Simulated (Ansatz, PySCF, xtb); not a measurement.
Torsion H3–S1–Ge2–H4 in GeH2S (SMILES [SH][GeH]); at each angle all else is relaxed with GFN2-xTB, and the levels are single points there.
Geometry at 180° (charge 0, multiplicity 1):
```xyz
4

S     -1.01183     0.59330     0.43807
Ge     0.99897     0.48625    -0.47561
H     -1.52736    -0.44197    -0.22310
H      1.45816     1.76315     0.41223
```

```csv
level,energy at 270° less that at 180° (kcal/mol),"minus CCSD(T)/CBS(def2-TZVPP, def2-QZVPP)",cost
GFN-FF,2.38,-13.88,-
GFN1-xTB,9.26,-7.00,-
HF/6-31G*,15.76,-0.49,-
HF/def2-QZVPP,15.16,-1.10,-
PBE/def2-TZVPP,18.22,1.96,×1
PBE-D4/def2-TZVPP,18.22,1.96,×1
B3LYP/LANL2DZ,17.23,0.97,-
PBE0-D4/def2-TZVPP,17.49,1.23,×2
M06-2X/def2-TZVPP,16.17,-0.09,-
MP2/6-31G*,18.93,2.68,-
MP2/def2-SVP,18.67,2.41,-
MP2/def2-TZVPP,17.12,0.86,-
SCS-MP2/def2-TZVPP,16.52,0.26,-
"CCSD(T)/CBS(def2-TZVPP, def2-QZVPP)",16.26,0.00,×200
```

 The comparison column counts from a level with limits of its own.

The rows run from 2.38 (GFN-FF) to 18.93 kcal/mol (MP2/6-31G*). From def2-SVP to def2-TZVPP MP2 changes by -1.55. The dispersion term adds 0.00 in PBE-D4.

On the grid 0° to 330°, 270° is the highest and 180° the lowest point at CCSD(T)/CBS(def2-TZVPP, def2-QZVPP).

Cores are frozen in the correlated methods. Filled d and f shells under p-block atoms count as core. CBS(a, b) extrapolates the correlation energy as X⁻³ and adds the Hartree–Fock energy of set b. Rows in 6-31G*, LANL2DZ carry no dispersion term and start afresh at each structure (6-31G* with six Cartesian d functions); the Pople sets are all-electron and without relativity. MP2/6-31G* freezes PySCF's default core, which leaves 3d correlated. LANL2DZ brings its own core potentials from Na on.

Programs: Ansatz (Gaussian basis) for Hartree–Fock, density functionals and correlated methods; PySCF for 6-31G* rows, LANL2DZ rows, M06-2X, the dispersion terms; xtb for the GFN methods. 

Costs are rough ratios of core time to PBE/def2-TZVPP (about 1.4 s over the structures, on one shared machine); a dash marks a level with no comparable run of its own.

Ansatz is a program for electronic structure.
